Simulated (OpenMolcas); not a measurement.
## Ta4+: moving or changing the point charges

Ta4+ among 3 point charges of -3 e arranged as a planar triangle (D3h), 2.01 Å from the ion.
```
   2.0100    0.0000    0.0000  -3.00
  -1.0050    1.7407    0.0000  -3.00
  -1.0050   -1.7407    0.0000  -3.00
```

| Item | Value |
| --- | --- |
| Program | OpenMolcas 26.06 |
| Method | SS-CASPT2, IPEA 0.25 Eh, imaginary shift 0.1 Eh (closed shells correlated: 4f 5s 5p) |
| Basis | ANO-RCC-VDZP [7s6p4d2f1g] |
| Scalar Hamiltonian | DKH2, point nucleus |
| Active space | 1 electron in 5 orbitals (5d) |
| State averaging | 2S+1 = 2 even, 5 roots |
| Spin-orbit coupling | state interaction with AMFI integrals over the reference wave functions |

Runs around this geometry, states (labels of D3, the rotations of D3h). Energies in cm-1 above the lowest state or level, χT in cm3 K/mol.

| R (Å) | q (e) | Ground state | First state of that spin | First gap with spin-orbit (degeneracies) | χT at 300 K |
| --- | --- | --- | --- | --- | --- |
| 2.01 | -1.5 | 2A1 | 2E 5600 | 7850 (2, 2) | 0.107 |
| 2.01 | -3 | 2A1 | 2E 20430 | 19710 (2, 2) | 0.268 |
| 2.21 | -3 | 2A1 | 2E 13770 | 13620 (2, 2) | 0.192 |

Taking the first state of the same spin as R^-n, n = -ln(13770 / 20430) / ln(2.21 / 2.01) = 4.2 between the shortest and longest distance.

Scaling the charges by -1.5 / -3 = 0.50 scales the first state of the same spin by 5600 / 20430 = 0.27; with fixed orbitals a first-order splitting would follow the charge.

Roots that are degenerate in the reference are averaged as groups; the widest CASPT2 spread within a group is 78 cm-1 (the 2-fold group of multiplicity 2 near 19700 cm-1 above the lowest state of its run, R = 2.01, q = -1.5). Shifts and gaps below about the spread of the groups concerned are not significant. Free-ion shares, where given, are those of the reference states; single-state CASPT2 does not remix them. This is an electrostatic model: the charges have no orbitals. No measured value stands beside these numbers.
